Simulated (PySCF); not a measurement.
HNSi, SMILES N#[SiH].

The structure is a stationary point at B3LYP-D3(BJ)/def2-TZVPD.

All values below come from B3LYP-D3(BJ)/def2-TZVPD in PySCF.

Frequencies are harmonic and unscaled.

Modes within 1.5 cm⁻¹ of each other (mostly degenerate sets) share a row, with their intensities summed.

| mode | ν (cm⁻¹) | IR (km/mol) | Raman (Å⁴/amu) | depolarisation | moving atoms (share of kinetic energy) |
|---|---|---|---|---|---|
| 1–2 | 236 | 4.5 | 1.8 | 0.75 | H 83 %, Si 11 % |
| 3 | 1236 | 1.6 | 73.5 | 0.04 | N 67 %, Si 30 % |
| 4 | 2199 | 15.4 | 177.1 | 0.31 | H 95 % |
